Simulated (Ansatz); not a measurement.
Reaction (ligand exchange at a B–N bond): `OBNCS` + `[NH2][AlH2]` → `OB[NH][AlH2]` + `NCS`

Gas-phase electronic energies from Ansatz, PBE0-D4/def2-TZVP geometries. CCSD(T)/CBS adds triple-zeta CCSD(T) − MP2 to the extrapolated MP2 energy (def2 sets, frozen cores). This one scheme is used for every species. One conformer a species, not always the lowest.

```
       species  SCS-MP2/def2-QZVPP energy (Eh)
       `OBNCS`                      -594.05732
 `[NH2][AlH2]`                      -299.10373
`OB[NH][AlH2]`                      -399.72130
         `NCS`                      -493.43282
```

(1) Work out ΔE.

Largest T1 diagnostic among the species: 0.012.

Results:

(1) ΔE = (-399.72130) + (-493.43282) − (-594.05732) − (-299.10373) = 0.00693 Eh = +0.19 eV. CCSD(T)/CBS gives +0.20 eV.

In def2-TZVPP, CCSD(T) changes the Hartree–Fock value by +0.10 eV (the triples alone add +0.02 eV) and MP2 by +0.12 eV. The D4 term adds +0.04 eV with B3LYP and +0.02 eV with PBE0; it sums over pairs of atoms, weighted by their polarisabilities, and B3LYP, whose exchange is more repulsive, gets the larger term.

B3LYP here is the variant with VWN-RPA as its local correlation; programs differ in this.
